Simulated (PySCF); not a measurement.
Sn(H)2(F)(vinyl) (C2H5FSn), SMILES [SnH2]([F])[CH]=C.

Coordinates come from a PBE0-D3(BJ)/def2-SVP optimisation. The def2 effective core potentials stand for the cores of Sn; spin–orbit coupling is left out. Other conformers were not sampled.

All values below come from PBE0/def2-TZVP run with PySCF.

The molecule is in vacuum.

```yaml
total_energy: -393.22892 hartree
highest_occupied_level: -8.46 eV
lowest_empty_level: -1.12 eV
orbital_gap: 7.34 eV
dipole_moment: 3.17 D
quadrupole, principal values (traceless, Buckingham form, about the centre of nuclear charge): -8.84, 3.40, 5.44 D·Å
mean_static_polarisability: 60.9 bohr³ (9.02 Å³)
polarisability_principal_values: 46.6, 57.4, 78.6 bohr³
```
